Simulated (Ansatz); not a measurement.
Geometry optimisation, Ansatz 0.2.0, DFT PBE-D3(BJ), scalar-relativistic, plane waves, PAW.

input.yaml

```yaml
crystal:
  lattice:
    - [7.3, 0.0, 0.0]
    - [5.475, 9.482978, 0.0]
    - [0.0, 0.0, 16.73415]
  atoms:
    - { symbol: "Y", position: [0.0, 0.0, 0.059758] }
    - { symbol: "Y", position: [0.5, 0.0, 0.059758] }
    - { symbol: "Y", position: [0.0, 0.3333333, 0.059758] }
    - { symbol: "Y", position: [0.5, 0.3333333, 0.059758] }
    - { symbol: "Y", position: [0.0, 0.6666667, 0.059758] }
    - { symbol: "Y", position: [0.5, 0.6666667, 0.059758] }
    - { symbol: "Y", position: [-0.1666667, 0.2222222, 0.2310888] }
    - { symbol: "Y", position: [0.3333333, 0.2222222, 0.2310888] }
    - { symbol: "Y", position: [-0.1666667, 0.5555556, 0.2310888] }
    - { symbol: "Y", position: [0.3333333, 0.5555556, 0.2310888] }
    - { symbol: "Y", position: [-0.1666667, 0.8888889, 0.2310888] }
    - { symbol: "Y", position: [0.3333333, 0.8888889, 0.2310888] }
    - { symbol: "Y", position: [0.0, 0.0, 0.4024196] }
    - { symbol: "Y", position: [0.5, 0.0, 0.4024196] }
    - { symbol: "Y", position: [0.0, 0.3333333, 0.4024196] }
    - { symbol: "Y", position: [0.5, 0.3333333, 0.4024196] }
    - { symbol: "Y", position: [0.0, 0.6666667, 0.4024196] }
    - { symbol: "Y", position: [0.5, 0.6666667, 0.4024196] }
    - { symbol: Mg, position: [0.758429, 0.4865271, 0.5775107] }
basis:
  ecutwfc: 420.0
kpoints:
  mp_grid: { grid: [3, 2, 1] }
hamiltonian:
  xc: pbe
  dispersion: d3bj
scf:
  occupations: { method: fermi_dirac, width: 0.15 }
  lower_state_search: "off"
relax:
  f_tol: 0.03
  max_steps: 60
  adjacent_minimum: "off"
  constraints: [{ sites: [0, 1, 2, 3, 4, 5] }]
```

Run as:

```bash
$ ansatz run input.yaml --threads 4 --pin off --max-ram 10240MiB --backend cpu --events-out ev --progress --plain --runs-dir out
```

Problem. Where does it end, and by what steps?

Solution. It converged. The force dipped under the threshold on the way, but the program's further checks kept it going. Limits of this set-up: coarse k mesh, thin slab, slab without dipole correction. After 13 steps the energy has fallen by 0.315 eV; Mg19 moved furthest, 1.31 Å. Joined: Y17–Mg19 (4.37 → 3.27 Å).

| step | energy less start (eV) | largest force component (eV/Å) | accepted |
| --- | --- | --- | --- |
| 0 | 0.0000 | 0.341 | yes |
| 1 | -0.1405 | 0.318 | yes |
| 2 | -0.2193 | 0.378 | yes |
| 3 | -0.2675 | 0.120 | yes |
| 4 | -0.2826 | 0.033 | yes |
| 5 | -0.2864 | 0.028 | yes |
| 6 | -0.2929 | 0.044 | yes |
| 7 | -0.3011 | 0.032 | yes |
| 8 | -0.3088 | 0.022 | yes |
| 9 | -0.3133 | 0.065 | yes |
| 10 | -0.3141 | 0.048 | yes |
| 11 | -0.3130 | 0.091 | no |
| 12 | -0.3152 | 0.005 | yes |
| 13 | -0.3153 | 0.002 | yes |

```xyz
19
Lattice="7.3000 0.0000 0.0000 5.4750 9.4830 0.0000 0.0000 0.0000 16.7341" Properties=species:S:1:pos:R:3
Y 0.000 0.000 1.000
Y 3.650 0.000 1.000
Y 1.825 3.161 1.000
Y 5.475 3.161 1.000
Y 3.650 6.322 1.000
Y 7.300 6.322 1.000
Y -0.018 2.112 3.777
Y 3.670 2.099 3.788
Y 1.826 5.269 3.733
Y 5.473 5.247 3.759
Y 3.652 8.436 3.772
Y 7.298 8.453 3.777
Y -0.011 0.015 6.560
Y 3.659 -0.044 6.605
Y 1.825 3.181 6.491
Y 5.481 3.204 6.654
Y 3.629 6.308 6.484
Y 7.319 6.312 6.473
Mg 9.103 5.282 8.993
```

The run took 76 s on 4 threads of AMD EPYC 9R45 96-Core Processor (Zen 5), on a shared host, peak memory 2.9 GiB.
